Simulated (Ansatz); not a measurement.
Basis sets compared for Si10H18S, a cluster cut from the lattice of silicon (1 of the caps SH). Total charge 0; singlet. Geometry PBE-D4/def2-SVP. Ansatz on 4 threads of Arm Neoverse V1 on a shared host; times are rough, and most runs start from earlier orbitals.

```xyz
29

Si   -2.268   -0.981   -1.370
Si    0.268   -3.833   -1.420
Si   -1.243    2.498   -0.133
Si    2.290    3.150    1.071
Si    1.325   -0.377   -0.127
Si   -0.941    0.190    0.179
Si    1.577   -2.696    0.175
Si   -1.999   -3.299   -1.062
Si    2.601    0.842    1.430
Si    0.026    3.683    1.452
S    -3.333    3.027    0.159
H    -3.715   -0.572   -1.231
H    -1.810   -0.602   -2.756
H     0.485   -5.323   -1.340
H     0.666   -3.369   -2.798
H    -3.812    2.069   -0.687
H    -0.752    2.849   -1.518
H     3.187    3.965    1.969
H     2.634    3.472   -0.361
H     1.727    0.004   -1.531
H    -1.347   -0.182    1.583
H     1.084   -3.042    1.558
H     3.027   -3.098    0.076
H    -2.370   -3.646    0.357
H    -2.893   -4.080   -1.993
H     2.111    0.488    2.812
H     4.059    0.469    1.335
H    -0.371    3.229    2.832
H    -0.214    5.167    1.340
```

Binding counts from free atoms (Si triplet, S triplet, H doublet) in the same basis, without a counterpoise term.

```csv
level,functions,energy (Eh),HOMO (eV),LUMO (eV),binding per atom (eV),wall time
HF/STO-3G,117,-3259.8897,-6.36,8.33,3.47,1.8 s
HF/6-31G,179,-3296.8017,-9.36,1.91,1.95,5.5 s
PBE-D4/def2-SVP,288,-3301.3460,-5.93,-1.89,3.12,10 s
PBE0-D4/def2-SVP,288,-3301.6839,-7.07,-1.21,3.12,21 s
```

Problem. Estimate the rows for PBE-D4/def2-TZVP, PBE0-D4/def2-TZVP.

Solution. 
| level | functions | energy (Eh) | HOMO (eV) | LUMO (eV) | binding per atom (eV) | wall time |
| --- | --- | --- | --- | --- | --- | --- |
| PBE-D4/def2-TZVP | 515 | -3302.4941 | -6.04 | -2.06 | 3.13 | 22 s |
| PBE0-D4/def2-TZVP | 515 | -3302.8205 | -7.09 | -1.33 | 3.13 | 59 s |
